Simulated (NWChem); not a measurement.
System: WN2H3OF; SMILES [NH]=[W]([OH])(=[NH])[F]

NWChem printed, in part:

```
             Northwest Computational Chemistry Package (NWChem) 7.3.0
             --------------------------------------------------------

 C1  symmetry detected

                             Geometry "geometry" -> ""
                             -------------------------

 Output coordinates in angstroms (scale by  1.889725989 to convert to a.u.)

  No.       Tag          Charge          X              Y              Z
 ---- ---------------- ---------- -------------- -------------- --------------
    1 W                   74.0000    -0.00401877     0.00891438     0.00005426
    2 N                    7.0000    -1.01216809    -0.13085596     1.41616656
    3 H                    1.0000    -1.87084328    -0.24595639     1.94362649
    4 N                    7.0000    -1.00849703    -0.13348097    -1.41849480
    5 H                    1.0000    -1.86737140    -0.24883004    -1.94565025
    6 F                    9.0000     0.80012454     1.71225884    -0.00034470
    7 O                    8.0000     1.22824789    -1.41858863     0.00271167
    8 H                    1.0000     1.15315581    -2.37613958    -0.00428512

 Effective nuclear repulsion energy (a.u.)     797.4818291298

                                 NWChem DFT Module
                                 -----------------

 Summary of "ao basis" -> "ao basis" (spherical)
 ------------------------------------------------------------------------------
       Tag                 Description            Shells   Functions and Types
 ---------------- ------------------------------  ------  ---------------------
 W                          def2-svp                12       32   6s3p2d1f
 N                          def2-svp                 6       14   3s2p1d
 H                          def2-svp                 3        5   2s1p
 F                          def2-svp                 6       14   3s2p1d
 O                          def2-svp                 6       14   3s2p1d

            General Information
            -------------------
          SCF calculation type: DFT
          Wavefunction type:  closed shell.
          No. of atoms     :     8
          No. of electrons :    48
           Alpha electrons :    24
            Beta electrons :    24
          Charge           :     0
          Spin multiplicity:     1
          Use of symmetry is: off; symmetry adaption is: off
          Maximum number of iterations: 150
          AO basis - number of functions:   103
                     number of shells:    45
          Convergence on energy requested:  1.00D-06
          Convergence on density requested:  1.00D-05
          Convergence on gradient requested:  5.00D-04

              XC Information
              --------------
                         B3LYP Method XC Potential
                     Hartree-Fock (Exact) Exchange  0.200
                        Slater Exchange Functional  0.800 local
                    Becke 1988 Exchange Functional  0.720 non-local
              Lee-Yang-Parr Correlation Functional  0.810
                  VWN I RPA Correlation Functional  0.190 local

             Grid Information
             ----------------
          Grid used for XC integration:  medium
          Radial quadrature: Mura-Knowles
          Angular quadrature: Lebedev.
          Tag              B.-S. Rad. Rad. Pts. Rad. Cut. Ang. Pts.
          ---              ---------- --------- --------- ---------
          W                   1.35      123           9.0       590
          N                   0.65       49          10.0       434
          H                   0.35       45          11.0       434
          F                   0.50       49          11.0       434
          O                   0.60       49          10.0       434
          Grid pruning is: on
          Number of quadrature shells:   454
          Spatial weights used:  Erf1

      Superposition of Atomic Density Guess
      -------------------------------------

 Sum of atomic energies:        -357.14648193

      Non-variational initial energy
      ------------------------------

 Total energy =    -350.801778
 1-e energy   =    -941.418135
 2-e energy   =     369.856212
 HOMO         =      -0.354475
 LUMO         =      -0.004854

     ---------------------------------------------
      Total Density - Mulliken Population Analysis
     ---------------------------------------------

    Atom       Charge   Shell Charges
 -----------   ------   -------------------------------------------------------
    1 W   14    11.24   0.04 -0.35  1.80  0.55  0.31  0.06  5.50  0.57  0.15  2.09  0.36  0.16
    2 N    7     8.06   1.99  1.08  0.58  2.65  1.75  0.01
    3 H    1     0.76   0.60  0.12  0.04
    4 N    7     8.06   1.99  1.08  0.58  2.65  1.75  0.01
    5 H    1     0.76   0.60  0.12  0.04
    6 F    9     9.64   1.99  1.15  0.80  3.53  2.16  0.00
    7 O    8     8.84   1.99  1.10  0.66  3.11  1.97  0.00
    8 H    1     0.64   0.52  0.06  0.06

   convergence    iter        energy       DeltaE   RMS-Dens  Diis-err
 ---------------- ----- ----------------- --------- --------- ---------
 d= 0,ls=0.0,diis     1   -353.0402433759 -5.74D+02  4.03D-02  3.09D+00
 d= 0,ls=0.0,diis     2   -349.7014862663  3.34D+00  3.24D-02  3.18D+01
 d= 0,ls=0.0,diis     3   -353.3395188947 -3.64D+00  5.84D-03  6.43D-01
 d= 0,ls=0.0,diis     4   -353.3888393147 -4.93D-02  1.97D-03  1.64D-01
 d= 0,ls=0.0,diis     5   -353.4045368471 -1.57D-02  5.12D-04  4.09D-03
  Resetting Diis
 d= 0,ls=0.0,diis     6   -353.4050258334 -4.89D-04  1.15D-04  3.64D-04
 d= 0,ls=0.0,diis     7   -353.4050563706 -3.05D-05  1.37D-04  8.56D-05
 d= 0,ls=0.0,diis     8   -353.4050246730  3.17D-05  9.96D-05  4.13D-04
 d= 0,ls=0.0,diis     9   -353.4050634142 -3.87D-05  1.77D-05  9.87D-06
 d= 0,ls=0.0,diis    10   -353.4050645039 -1.09D-06  2.42D-06  1.75D-07
 d= 0,ls=0.0,diis    11   -353.4050645217 -1.78D-08  8.61D-07  8.58D-09

         Total DFT energy =     -353.405064521721
      One electron energy =     -946.201955394976
           Coulomb energy =      413.615706517815
    Exchange-Corr. energy =      -41.578961495190
 Nuclear repulsion energy =      220.760145850630

 Numeric. integr. density =       48.000000111643

                       DFT Final Molecular Orbital Analysis
                       ------------------------------------

 Vector   22  Occ=2.000000D+00  E=-2.986926D-01
              MO Center= -2.4D-01, -2.3D-01, -3.5D-02, r^2= 3.4D+00
   Bfn.  Coefficient  Atom+Function         Bfn.  Coefficient  Atom+Function
  ----- ------------  ---------------      ----- ------------  ---------------
    17      0.325116  1 W  d -1              56      0.318931  4 N  py
    90      0.315565  7 O  pz                37     -0.305872  2 N  py
    59     -0.245631  4 N  py                93      0.240189  7 O  pz
    40      0.235843  2 N  py                76      0.196070  6 F  pz
    79     -0.141697  6 F  pz                 9     -0.056852  1 W  pz

 Vector   23  Occ=2.000000D+00  E=-2.932829D-01
              MO Center= -7.9D-01, -7.3D-02,  3.2D-02, r^2= 3.0D+00
   Bfn.  Coefficient  Atom+Function         Bfn.  Coefficient  Atom+Function
  ----- ------------  ---------------      ----- ------------  ---------------
    37      0.363994  2 N  py                56      0.352669  4 N  py
    40     -0.275653  2 N  py                59     -0.266781  4 N  py
    16      0.255343  1 W  d -2               8      0.198570  1 W  py
    75     -0.169229  6 F  py                78      0.145509  6 F  py
    87      0.137803  7 O  s                 14     -0.122447  1 W  py

 Vector   24  Occ=2.000000D+00  E=-2.689692D-01
              MO Center= -6.4D-01, -2.1D-01,  2.0D-03, r^2= 3.4D+00
   Bfn.  Coefficient  Atom+Function         Bfn.  Coefficient  Atom+Function
  ----- ------------  ---------------      ----- ------------  ---------------
    36      0.282456  2 N  px                55     -0.282149  4 N  px
    38      0.264719  2 N  pz                57      0.263823  4 N  pz
    39     -0.219499  2 N  px                58      0.219223  4 N  px
    19      0.214083  1 W  d  1              41     -0.195813  2 N  pz
    60     -0.195010  4 N  pz                90      0.193738  7 O  pz

 Vector   25  Occ=0.000000D+00  E=-4.436266D-02
              MO Center=  6.0D-02, -7.7D-02, -4.0D-04, r^2= 2.6D+00
   Bfn.  Coefficient  Atom+Function         Bfn.  Coefficient  Atom+Function
  ----- ------------  ---------------      ----- ------------  ---------------
    20      0.776684  1 W  d  2              18     -0.234589  1 W  d  0
    41      0.230927  2 N  pz                60     -0.231470  4 N  pz
     5      0.193124  1 W  s                 74      0.190246  6 F  px
    88     -0.190500  7 O  px                13      0.180713  1 W  px
    91     -0.171996  7 O  px                38     -0.170242  2 N  pz

 Vector   26  Occ=0.000000D+00  E=-1.676773D-02
              MO Center= -2.8D-01, -3.2D-02, -3.4D-03, r^2= 2.2D+00
   Bfn.  Coefficient  Atom+Function         Bfn.  Coefficient  Atom+Function
  ----- ------------  ---------------      ----- ------------  ---------------
    17      0.868697  1 W  d -1              40     -0.287005  2 N  py
    59      0.287802  4 N  py                37      0.273600  2 N  py
    56     -0.274562  4 N  py                76      0.147414  6 F  pz
    90      0.141063  7 O  pz                93      0.120789  7 O  pz
    79     -0.113633  6 F  pz                22      0.083254  1 W  d -1

 Vector   27  Occ=0.000000D+00  E=-1.237606D-02
              MO Center=  7.1D-03, -4.3D-01, -2.4D-04, r^2= 5.1D+00
   Bfn.  Coefficient  Atom+Function         Bfn.  Coefficient  Atom+Function
  ----- ------------  ---------------      ----- ------------  ---------------
     6      1.062896  1 W  s                 18     -0.548943  1 W  d  0
    87     -0.430065  7 O  s                  5     -0.408652  1 W  s
   100      0.231264  8 H  s                 20     -0.207175  1 W  d  2
    73     -0.197125  6 F  s                 48     -0.191997  3 H  s
    67     -0.191142  5 H  s                 35      0.190003  2 N  s

     ---------------------------------------------
      Total Density - Mulliken Population Analysis
     ---------------------------------------------

    Atom       Charge   Shell Charges
 -----------   ------   -------------------------------------------------------
    1 W   14    12.90   0.04 -0.36  1.90  0.47  0.34  0.01  5.62  0.49  0.28  3.38  0.54  0.19
    2 N    7     7.41   1.99  1.02  0.60  2.36  1.43  0.01
    3 H    1     0.86   0.71  0.11  0.04
    4 N    7     7.41   1.99  1.02  0.60  2.36  1.43  0.01
    5 H    1     0.86   0.71  0.11  0.04
    6 F    9     9.35   1.99  1.13  0.82  3.34  2.07  0.00
    7 O    8     8.44   1.99  1.06  0.68  2.89  1.80  0.01
    8 H    1     0.78   0.67  0.04  0.07

     -------------------------------------------
      Total Density - Lowdin Population Analysis
     -------------------------------------------

    Atom       Charge   Shell Charges
 -----------   ------   -------------------------------------------------------
    1 W   14    13.69   0.00  0.04  1.09  0.78  0.34  0.13  4.97  1.26  0.44  3.09  1.19  0.36
    2 N    7     7.14   1.97  0.79  0.50  2.19  1.66  0.03
    3 H    1     0.91   0.58  0.21  0.13
    4 N    7     7.14   1.97  0.79  0.50  2.19  1.66  0.03
    5 H    1     0.91   0.58  0.21  0.13
    6 F    9     9.17   1.98  1.02  0.78  3.22  2.17  0.01
    7 O    8     8.15   1.97  0.87  0.60  2.73  1.95  0.01
    8 H    1     0.89   0.54  0.16  0.18

     Multipole analysis of the density
     ---------------------------------

     L   x y z        total         alpha         beta         nuclear
     -   - - -        -----         -----         ----         -------
     0   0 0 0      0.000000    -24.000000    -24.000000     48.000000

     1   1 0 0     -0.742111     -0.598887     -0.598887      0.455663
     1   0 1 0     -1.078701     -0.033979     -0.033979     -1.010744
     1   0 0 1     -0.004047      0.001053      0.001053     -0.006153

     2   2 0 0    -31.428195    -87.918366    -87.918366    144.408537
     2   1 1 0     -1.220728      2.166421      2.166421     -5.553570
     2   1 0 1     -0.009610      0.001813      0.001813     -0.013236
     2   0 2 0    -32.920030   -103.057912   -103.057912    173.195793
     2   0 1 1      0.024176     -0.002891     -0.002891      0.029959
     2   0 0 2    -33.724727    -80.582478    -80.582478    127.440228
```

Level: B3LYP/def2-SVP with def2 effective core potentials on W. The geometry was optimised at PBE0/def2-SVP. Not confirmed as a minimum by frequencies. def2 effective core potentials on W; no spin-orbit coupling.

Which NWChem input produces such a log?

Several could match; the one computed here: the input that was run:
```
start job
memory heap 200 mb stack 900 mb global 1100 mb
geometry units angstroms noautoz
  W     -0.127542     0.061940     0.001276
  N      0.385452    -0.816666     1.417667
  H      0.815431    -1.568599     1.945398
  N      0.372757    -0.821137    -1.416966
  H      0.797922    -1.576457    -1.943834
  F     -2.007934     0.171870     0.009661
  O      0.736542     1.738116    -0.005498
  H      1.652821     2.025991    -0.017842
end
basis spherical
  * library def2-svp
end
ecp
  W library def2-ecp
end
dft
  xc b3lyp
  iterations 150
  mulliken
end
task dft energy
```
